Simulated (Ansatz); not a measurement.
`[OH][Ge]([OH])([SH])[Cl]` + H₂O → `[OH][Ge]([OH])([OH])[Cl]` + H₂S  (formal hydrolysis of a Ge–S bond)

Gas-phase electronic energies from Ansatz, PBE0-D4/def2-TZVP geometries. CBS: MP2 limit from def2 TZ/QZ plus the TZ coupled-cluster correction, frozen cores. This one scheme is used for every species. Functionals use def2-TZVPP. For Ge outer-core shells are correlated without core-valence functions, which leaves a few kJ/mol of doubt a bond. Scalar relativity is left out up to krypton. Each species was taken in one conformer, which may not be the lowest.

`[OH][Ge]([OH])([SH])[Cl]`:

```xyz
8

O    -1.505    1.126   -0.001
Ge   -0.208   -0.042   -0.099
O    -0.336   -0.583   -1.757
S     1.770    0.812    0.389
Cl   -0.553   -1.674    1.257
H    -1.504    1.608    0.830
H     0.375   -1.181   -2.005
H     1.961   -0.066    1.387
```

H₂O:

```xyz
3

O     0.097    0.373    0.054
H     0.612   -0.403    0.283
H    -0.709    0.030   -0.338
```

`[OH][Ge]([OH])([OH])[Cl]`:

Cartesian coordinates in Å:
```
O 0.449 -1.554 0.625
Ge -0.036 0.010 0.019
O 1.196 1.184 0.414
O -0.205 -0.079 -1.717
Cl -1.903 0.590 0.906
H -0.220 -2.232 0.498
H 1.268 1.352 1.358
H -0.548 0.730 -2.105
```

H₂S:

```xyz
3

S     0.385   -0.016    0.485
H     0.174   -0.828   -0.561
H    -0.559    0.844    0.076
```

CCSD(T)/CBS gives +7.9 kJ/mol.

Another level gave +1.3 kJ/mol. Which?
A. PBE0/def2-TZVPP
B. HF/def2-TZVPP
C. B2PLYP/def2-TZVPP
D. MP2/def2-TZVPP

C. B2PLYP 1.3, PBE0 10.0, MP2/def2-TZVPP 5.6, HF/def2-TZVPP -13.2 kJ/mol.

Largest T1 diagnostic among the species: 0.011.

The D4 term adds +5.8 kJ/mol with B3LYP and +3.2 kJ/mol with PBE0; it sums over pairs of atoms, weighted by their polarisabilities, and B3LYP, whose exchange is more repulsive, gets the larger term. In def2-TZVPP, CCSD(T) changes the Hartree–Fock value by +13.9 kJ/mol (the triples alone add +2.8 kJ/mol) and MP2 by +18.8 kJ/mol.

B3LYP here is the variant with VWN-RPA as its local correlation; programs differ in this.
